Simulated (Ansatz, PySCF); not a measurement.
System: 1-ethenoxy-1-fluoroethene, C4H5FO (charge 0, singlet). 
Geometry from a B3LYP-D3(BJ)/def2-TZVP (Ansatz, a program for electronic structure) optimisation:
SMILES: C=COC(=C)F
```xyz
11

C     -1.9250     0.3642    -0.4720
C     -1.3838    -0.7294     0.0369
O     -0.0392    -0.9646     0.2535
C      0.8419     0.0378     0.0659
C      1.8124     0.0425    -0.8272
F      0.6784     1.0354     0.9504
H     -1.3442     1.2285    -0.7607
H     -2.9957     0.4035    -0.6044
H     -1.9487    -1.5999     0.3367
H      2.5279     0.8489    -0.8492
H      1.8960    -0.7735    -1.5263
```
Charge 0, spin multiplicity 1.

Dipole moments at this geometry, in debye (magnitudes).

```csv
level,program,dipole (D)
SVWN5/def2-TZVPD,Ansatz,1.07
BLYP/def2-TZVPD,Ansatz,1.04
revPBE/def2-TZVPD,Ansatz,1.01
r2SCAN/def2-TZVPD,Ansatz,1.07
B97M-V/def2-TZVPD,Ansatz,?
PBE0/def2-TZVPD,Ansatz,1.13
BHLYP/def2-TZVPD,Ansatz,1.24
r2SCANh/def2-TZVPD,Ansatz,1.10
M06-2X/def2-TZVPD,PySCF,1.20
CAM-B3LYP/def2-TZVPD,Ansatz,1.19
wB97M-V/def2-TZVPD,Ansatz,1.14
wB97X-V/def2-TZVPD,Ansatz,1.16
CCSD(T)/aug-cc-pVDZ,Ansatz,?
```

**Question.** Some entries are withheld; supply them.

**Answer.** 
- B97M-V/def2-TZVPD, dipole (D): 1.06
- CCSD(T)/aug-cc-pVDZ, dipole (D): 1.17
